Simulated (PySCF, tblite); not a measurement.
A database entry of computed molecular properties. Lists by class give the value and the number of equivalent atoms.

```json
{
 "formula": "C7H13N3",
 "smiles": "CCCn1cc(CC)nn1",
 "charge": 0,
 "multiplicity": 1,
 "geometry_level": "GFN2-xTB",
 "atoms_angstrom": [
  ["C", -2.29, 1.397, 0.36],
  ["C", -2.747, 0.265, -0.551],
  ["C", -2.087, -1.071, -0.191],
  ["N", -0.669, -1.028, -0.412],
  ["C", 0.314, -0.759, 0.477],
  ["C", 1.476, -0.793, -0.268],
  ["C", 2.881, -0.543, 0.151],
  ["C", 3.205, 0.952, 0.108],
  ["N", 1.126, -1.072, -1.542],
  ["N", -0.145, -1.208, -1.617],
  ["H", -2.799, 2.321, 0.097],
  ["H", -2.513, 1.168, 1.401],
  ["H", -1.219, 1.562, 0.263],
  ["H", -2.503, 0.502, -1.587],
  ["H", -3.829, 0.143, -0.474],
  ["H", -2.267, -1.314, 0.859],
  ["H", -2.495, -1.864, -0.823],
  ["H", 0.128, -0.588, 1.516],
  ["H", 3.029, -0.922, 1.165],
  ["H", 3.546, -1.08, -0.527],
  ["H", 4.238, 1.123, 0.402],
  ["H", 3.061, 1.335, -0.9],
  ["H", 2.556, 1.504, 0.785]
 ],
 "electronic_structure_code": "PySCF",
 "results": {
  "GFN2-xTB geometry": {
   "point_group": "C1",
   "rotational_constants_GHz": [2.521, 0.798, 0.686]
  },
  "PBE0/pcSseg-1 ground state and GIAO shieldings, non-relativistic": {
   "dipole_D": 4.42,
   "homo_eV": -7.07,
   "lumo_eV": 0.1,
   "shift_vs_computed_TMS_C_by_class_ppm": [
    [154.2, 1],
    [128.5, 1],
    [53.2, 1],
    [29.2, 1],
    [24.0, 1],
    [21.0, 1],
    [13.9, 1]
   ],
   "shift_vs_computed_TMS_H_by_class_ppm": [
    [7.2, 1],
    [4.32, 2],
    [2.87, 2],
    [1.81, 2],
    [1.26, 3],
    [0.91, 3]
   ],
   "shielding_other_nuclei_by_class_ppm": [
    ["N", -133.6, 1],
    ["N", -121.8, 1],
    ["N", -1.5, 1]
   ],
   "charges_hirshfeld_e_by_atom": [-0.12, -0.07, -0.01, 0.05, -0.03, 0.01, -0.07, -0.12, -0.15, -0.09, 0.05, 0.04, 0.03, 0.04, 0.05, 0.05, 0.06, 0.06, 0.04, 0.05, 0.04, 0.04, 0.03]
  },
  "GFN2-xTB harmonic vibrations, gas phase": {
   "strongest_ir_bands_cm-1_km_per_mol_modes": [
    [1289.2, 69.6, 1],
    [2969.6, 42.9, 1],
    [2992.0, 37.3, 1],
    [3025.7, 53.0, 1],
    [3028.4, 50.0, 1],
    [3035.5, 87.5, 2]
   ],
   "zpe_kcal_per_mol": 123.6
  }
 }
}
```

 The zero-point energy, half the sum of the 63 harmonic wavenumbers, equals 43220 cm⁻¹ or 517 kJ/mol.

 NMR classes are plain means over equivalent atoms (diastereotopic ones count apart unless rotation or inversion swaps them), as if these changed places fast; in this geometry the members of some classes differ.

The values belong to the conformer `[CH3:1][CH2:2][CH2:3][n:4]1[cH:5][c:6]([CH2:7][CH3:8])[n:9][n:10]1`: C1–C2–C3–N4 -65°, C2–C3–N4–C5 95°, C5–C6–C7–C8 -85°.
